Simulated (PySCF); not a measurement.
Cd(H)(Br), SMILES [Br][CdH], singlet, PBE0/def2-SVP optimised geometry.

```
3

Cd     0.38     0.00     0.00
H      2.04     0.00     0.00
Br    -2.04     0.00     0.00
```

Density from PBE0/def2-TZVP, def2 effective core potentials past Kr (PySCF 2.14.0) at that geometry. The core electrons that the potentials of Cd replace are not part of the density.

Minimum of the electron density along straight lines between bonded atoms, close to the bond critical point (lines longer than 1.1 times the sum of covalent radii, or with two minima, are not listed):

| bond | length / Å | ρ at the minimum / e bohr⁻³ | ∇²ρ there / e bohr⁻⁵ | position (fraction from the first atom) |
|---|---|---|---|---|
| Cd1–H2 | 1.658 | 0.116 | 0.11 | 0.66 |
| Cd1–Br3 | 2.422 | 0.078 | 0.19 | 0.47 |
